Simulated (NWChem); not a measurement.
Species: SiH2ICl; SMILES [SiH2](I)Cl

```xyz
5

Si    -0.8944     1.0709     0.0000
Cl     0.5446     2.5445     0.0000
I      0.1262    -1.1445     0.0000
H     -1.7119     1.2040     1.2322
H     -1.7119     1.2040    -1.2322
```
Atoms are numbered in this order, from 1.

Program: NWChem. The geometry was optimised at PBE0/def2-SVP. def2 effective core potentials on I; no spin-orbit coupling. Ions are spin-unrestricted doublets at the neutral geometry; other ion states weren't tried. Functional: LC-ωPBE (HJS hole) with def2-SVP; the question gives the range parameter ω in 1/bohr.

Problem. Predict the results for range parameter (1/bohr) 0.35. Quantities: vertical ionisation energy, ΔSCF (eV); −ε(HOMO) (eV).

Solution. 
| Quantity | Result |
|---|---|
| vertical ionisation energy, ΔSCF (eV) | 10.27 |
| −ε(HOMO) (eV) | 10.31 |
